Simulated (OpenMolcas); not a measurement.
# Sb V: effect of the IPEA shift

| Property | Result |
| --- | --- |
| Program | OpenMolcas 26.06 |
| Basis | ANO-RCC-VTZP [7s6p4d2f1g] |
| Scalar Hamiltonian | DKH2, point nucleus |
| Active space | 1 electron in 4 orbitals (5s 5p) |
| State averaging | 2S+1 = 2 even, 1 root; 2S+1 = 2 odd, 3 roots |
| Spin-orbit coupling | state interaction with AMFI integrals over the reference wave functions, term energies averaged over their components |

Methods on the same reference wave functions:
A. CASSCF
B. SS-CASPT2, IPEA 0 Eh, imaginary shift 0.1 Eh (closed shells correlated: 4d)
C. SS-CASPT2, IPEA 0.25 Eh, imaginary shift 0.1 Eh (closed shells correlated: 4d)

Energies in eV above 5s 2S 1/2, the measured ground level; measured values from Moore, Atomic Energy Levels, vol. III, NSRDS-NBS 35 (1971 reprint of NBS Circular 467, 1958).

```json
{"Level": "5s 2S 1/2", "A": "0.0000", "B": "0.0000", "C": "0.0000", "Measured": "0.0000"}
{"Level": "5p 2P* 1/2", "A": "9.9799", "B": "10.344", "C": "10.340", "Measured": "10.1129"}
{"Level": "5p 2P* 3/2", "A": "10.9826", "B": "11.346", "C": "11.343", "Measured": "11.2271"}
```

Deviations, from unrounded energies. A percentage is the sum of absolute deviations over the sum of measured energies, with the sign that they share, or ± where signs differ.

```
           Against measurement  Levels     A     B     C
mean absolute deviation (cm-1)       2  1500  1400  1400
      other configurations (%)       2  -1.8  +1.6  +1.6
```

B, C lie about equally close to measurement and A furthest from it. The largest miss of C in the table is 5p 2P* 1/2, by +1800 cm-1. The ranking rests on the paired levels alone, and a cruder setting can come out closer through cancelling errors.

Between B and C the level of the table that moves most is 5p 2P* 1/2, by 29 cm-1 (lowest in C, highest in B).

The lowest spin-free term lies below A's lowest term by 0.377 hartree in B, 0.375 hartree in C.

With one active electron the reference holds no correlation, so core polarisation is missing (holds for A). With one active electron, CASPT2 adds the correlation within the correlated inactive shells and between them and that electron, and leaves the splitting within a term as the reference gives it (holds for B; C). Measured partners are found by configuration, term and J. A level has none where our copy of the source lacks it or the pairing is in doubt (some pairs that miss far off the trend of their configuration count as doubtful), and it then counts in no deviation. Only configurations of the active space appear.

* marks odd parity.
